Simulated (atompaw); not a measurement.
hafnium: one change to a PAW (atompaw) potential, before and after

```
Element                 : hafnium
Generator               : atompaw 4.2.0.5
Type                    : PAW
Functional              : PBEsol
Relativity              : scalar-relativistic
Frozen core             : [Kr] 4d10 4f14
Valence charge          : 12
Reference configuration : 5s2 5p6 5d2 6s1 6p1
Partial waves           : 5s (bound): rc 1.85 bohr; 6s (bound): rc 1.60 bohr; 5p (bound): rc 1.90 bohr; 6p (bound): rc 2.00 bohr; 5d (bound): rc 2.00 bohr; 5d channel at 3.9 Ry: rc 2.00 bohr; 5f channel at 0.2 Ry: rc 1.80 bohr
Local potential         : troulliermartins scheme with l = 4 at 0 Ry, radius 1.65 bohr
Core correction         : smooth core density matched at 1.65 bohr
Augmentation charge     : sinc compensation charge, radius 1.85 bohr; PAW radius 2.00 bohr; waves and projectors: modrrkj vanderbiltortho
```

All-electron outer shells of the reference configuration (PBEsol, scalar-relativistic, ld1.x):

| shell | level (eV) | outermost node (bohr) | outermost maximum (bohr) |
| --- | --- | --- | --- |
| 4d | -207.99 | 0.23 | 0.47 |
| 5s | -68.53 | 0.55 | 1.01 |
| 5p | -37.07 | 0.60 | 1.16 |
| 4f | -18.34 | – | 0.45 |
| 6s | -6.03 | 1.36 | 2.85 |
| 5d | -3.91 | 0.67 | 1.67 |
| 6p | -2.06 | 1.65 | 3.95 |

Change: all radii scaled by about 1.08 (s 2.00, p 2.06, d 2.16, f 1.96 bohr); local potential troulliermartins scheme with l = 4 at 0 Ry, radius 1.78 bohr; augmentation sinc compensation charge, radius 2.00 bohr; PAW radius 2.16 bohr; waves and projectors: modrrkj vanderbiltortho; core correction smooth core density matched at 1.78 bohr.

Cutoffs: the cutoffs (Ry, on a coarse ladder) from which the occupation-weighted sum of valence levels, in a spherical-Bessel basis at the reference potential, stays within 10 and 1 mRy of its value at 400 Ry; they do not see the model core or the augmentation charge, which bear on the density cutoff.

Problem. What does the change do?

Solution. The potential gets harder (25 Ry and 35 Ry → 35 Ry and 35 Ry); both files keep a bound ghost (s).

```csv
quantity,base,changed
"cutoff, loose",25 Ry,35 Ry
"cutoff, tight",35 Ry,35 Ry
loose cutoff by channel (10 mRy a level),"s 18 Ry, p 15 Ry, d 18 Ry","s 10 Ry, p 15 Ry, d 15 Ry"
bound ghosts,s,s
lowest overlap eigenvalue by channel,"s 0.20, p 0.83, d 1.00, f 1.00","s 0.39, p 0.83, d 1.00, f 1.00"
```

 A true bound ghost makes a file unfit for plane-wave use even where its test errors are small: the radial tests pick states by their node count and pass the ghost by. The cutoffs see the waves, projectors and local potential, not the compensation charge or the core.
